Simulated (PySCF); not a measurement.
## Frontier levels across methods

Species: C4H5FOSi.
Geometry (PBE0-D3(BJ)/def2-SVP, Å), atoms numbered from 1 in this order:
```
atom  x, y, z in Å
F1    -2.8423    0.9904    1.0854
C2    -1.7935    0.3935    0.5484
C3    -1.7896   -0.7998   -0.1138
O4    -0.5318   -1.0738   -0.5061
C5     0.2836   -0.0624   -0.1036
Si6    2.1060   -0.1537   -0.5061
C7    -0.4597    0.8808    0.5621
H8    -2.5669   -1.5176   -0.3580
H9     2.7502    1.0189    0.1531
H10    2.3334   -0.0896   -1.9806
H11    2.6955   -1.4223    0.0144
H12   -0.1049    1.8096    1.0028
```

Basis pcSseg-1 throughout (PySCF), one geometry. Geometry: PBE0-D3(BJ)/def2-SVP; no solvent, vibrations or thermal averaging.

Problem. How do the orbital energies, the gap and the dipole change with the method?

Solution. 
```tsv
method	kind	HOMO (eV)	LUMO (eV)	gap (eV)	μ (D)	SCF cycles
B97-D	GGA	-5.77	-1.32	4.46	0.48	16
BP86	GGA	-5.94	-1.50	4.44	0.46	16
LDA	LDA	-6.04	-1.62	4.43	0.55	15
B97-2	global hybrid	-6.68	-0.59	6.09	0.60	13
mPW1PW91	global hybrid	-6.95	-0.57	6.39	0.63	14
CAM-B3LYP	range-separated hybrid	-8.18	0.58	8.76	0.69	13
HF	Hartree–Fock	-9.07	2.93	12.00	0.85	12
LC-wPBE	range-separated hybrid	-9.52	1.64	11.16	0.72	14
```

The HOMO spans 3.74 eV, from B97-D down to LC-wPBE, and the gap runs from 4.43 eV (LDA) to 12.00 eV (HF). Over the methods B97-D (0 %), BP86 (0 %), LDA (0 %), B97-2 (21 %), mPW1PW91 (25 %), HF (100 %), a straight line through the gap against the share of exact exchange rises by 0.76 eV for each 10 % (correlation coefficient 1.000). The dipole ranges from 0.46 D (BP86) to 0.85 D (HF). This basis has no diffuse functions.
